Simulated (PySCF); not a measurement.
Isomers of C5H6F3PS, mass 185.988 u with the commonest isotopes. Computed with PBE0/pcSseg-1 in PySCF (dipole) on a GFN2-xTB geometry, gas phase. One conformer each, none proved a minimum here; rigid rotors.

Task: Order these by rotational constant A, smallest first.
A. `[F:1][C:2]([F:3])([F:4])[C:5]1=[CH:6][P@@H:7](=[S:8])[CH2:9][CH2:10]1` with C5–C6–P7–S8 -133°, C6–P7–C9–C10 17°, P7–C9–C10–C5 -21°, C2–C5–C10–C9 -164°
B. `[CH2:1]=[CH:2][P@@:3]1(=[S:4])[CH2:5][C@@H:6]1[C:7]([F:8])([F:9])[F:10]` with C1–C2–P3–S4 1°
C. `FC(P1(C(C)=C1C)=S)(F)F`
D. `[CH:1]#[C:2][P@H:3](=[S:4])[CH2:5][CH2:6][C:7]([F:8])([F:9])[F:10]` with C2–P3–C5–C6 167°, P3–C5–C6–C7 72°
E. `[CH3:1][CH2:2][C:3]1=[CH:4][P@:5]1(=[S:6])[C:7]([F:8])([F:9])[F:10]` with C1–C2–C3–C4 -2°

Result: C (1063 MHz), E (1260 MHz), B (1676 MHz), D (1811 MHz), A (2243 MHz).

Task: Order these by out-of-plane moment Σ m c² = (Ia + Ib − Ic)/2, smallest first.
A. `[F:1][C:2]([F:3])([F:4])[C:5]1=[CH:6][P@@H:7](=[S:8])[CH2:9][CH2:10]1` with C5–C6–P7–S8 -133°, C6–P7–C9–C10 17°, P7–C9–C10–C5 -21°, C2–C5–C10–C9 -164°
B. `[CH2:1]=[CH:2][P@@:3]1(=[S:4])[CH2:5][C@@H:6]1[C:7]([F:8])([F:9])[F:10]` with C1–C2–P3–S4 1°
C. `[CH3:1][CH2:2][C:3]1=[CH:4][P@:5]1(=[S:6])[C:7]([F:8])([F:9])[F:10]` with C1–C2–C3–C4 -2°
D. `FC(F)(P1(C(C)=C1C)=S)F`
E. `[CH:1]#[C:2][P@H:3](=[S:4])[CH2:5][CH2:6][C:7]([F:8])([F:9])[F:10]` with C2–P3–C5–C6 167°, P3–C5–C6–C7 72°

Result: A (66.56 u·Å²), E (67.47 u·Å²), C (84.92 u·Å²), B (98.78 u·Å²), D (165.90 u·Å²).

Task: Order these by rotational constant B, smallest first.
A. `[CH:1]#[C:2][P@H:3](=[S:4])[CH2:5][CH2:6][C:7]([F:8])([F:9])[F:10]` with C2–P3–C5–C6 167°, P3–C5–C6–C7 72°
B. `[F:1][C:2]([F:3])([F:4])[C:5]1=[CH:6][P@@H:7](=[S:8])[CH2:9][CH2:10]1` with C5–C6–P7–S8 -133°, C6–P7–C9–C10 17°, P7–C9–C10–C5 -21°, C2–C5–C10–C9 -164°
C. `[CH2:1]=[CH:2][P@@:3]1(=[S:4])[CH2:5][C@@H:6]1[C:7]([F:8])([F:9])[F:10]` with C1–C2–P3–S4 1°
D. `CC1=C(C)P1(=S)C(F)(F)F`
E. `[CH3:1][CH2:2][C:3]1=[CH:4][P@:5]1(=[S:6])[C:7]([F:8])([F:9])[F:10]` with C1–C2–C3–C4 -2°

Result: B (491.9 MHz), A (575.5 MHz), C (659.2 MHz), E (725.4 MHz), D (842.4 MHz).

| SMILES | point group | Ia (u·Å²) | Ib (u·Å²) | Ic (u·Å²) | κ | μa (D) | μb (D) | μc (D) |
| --- | --- | --- | --- | --- | --- | --- | --- | --- |
| FC(F)(F)C1=C[P@@H](=S)CC1 | C1 | 225.27 | 1027.38 | 1119.53 | -0.95 | 1.48 | 2.85 | 1.48 |
| C=C[P@@]1(=S)C[C@@H]1C(F)(F)F | C1 | 301.60 | 766.66 | 870.69 | -0.86 | 2.11 | 4.68 | 0.80 |
| CC1=C(C)P1(=S)C(F)(F)F | near Cs | 475.28 | 599.90 | 743.38 | -0.15 | 4.49 | 2.83 | 0.02 |
| CCC1=C[P@]1(=S)C(F)(F)F | C1 | 401.22 | 696.65 | 928.02 | -0.49 | 4.60 | 1.93 | 0.49 |
| C#C[P@H](=S)CCC(F)(F)F | C1 | 279.12 | 878.18 | 1022.35 | -0.88 | 1.06 | 3.97 | 1.42 |
